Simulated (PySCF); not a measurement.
ReCl₄, SMILES [Cl][Re]([Cl])([Cl])[Cl] (connectivity only; charge and spin as stated), neutral, multiplicity 4.

Geometry optimised at B3LYP-D3(BJ)/def2-SVP. The multiplicity is an assumed one; other spin states were not compared. The def2 effective core potentials stand for the cores of Re; spin–orbit coupling is left out.

The numbers are results of TDA-PBE/def2-SVPD in PySCF, not measurements.

Vertical excitations; the highest root listed may be one member of a degenerate set. Isolated molecule, no solvent.

Computed excitation energies, oscillator strengths and character:
```csv
state,energy (eV),λ (nm),f,main pairs
root 1,1.01,1232,0.000,α HOMO→LUMO (degenerate set)
root 2,1.01,1232,0.000,α HOMO→LUMO+1 (degenerate set)
root 3,1.59,782,0.000,"α HOMO−2→LUMO, α HOMO−1→LUMO+1, α HOMO−1→LUMO, α HOMO−2→LUMO+1 (degenerate set)"
root 4,1.59,782,0.000,"α HOMO−2→LUMO+1, α HOMO−1→LUMO, α HOMO−1→LUMO+1, α HOMO−2→LUMO (degenerate set)"
root 5,1.77,701,0.007,"α HOMO−1→LUMO+1, α HOMO−2→LUMO (degenerate set)"
root 6,1.77,701,0.007,"α HOMO−1→LUMO, α HOMO−2→LUMO+1 (degenerate set)"
root 7,3.33,373,0.008,"β HOMO→LUMO, β HOMO−1→LUMO+1 (degenerate set)"
root 8,3.33,373,0.008,"β HOMO−1→LUMO, β HOMO→LUMO+1 (degenerate set)"
root 9,3.38,366,0.004,"β HOMO→LUMO+1, β HOMO−1→LUMO (degenerate set)"
root 10,3.38,366,0.004,"β HOMO−1→LUMO+1, β HOMO→LUMO (degenerate set)"
```
Unrestricted roots are not spin-pure.
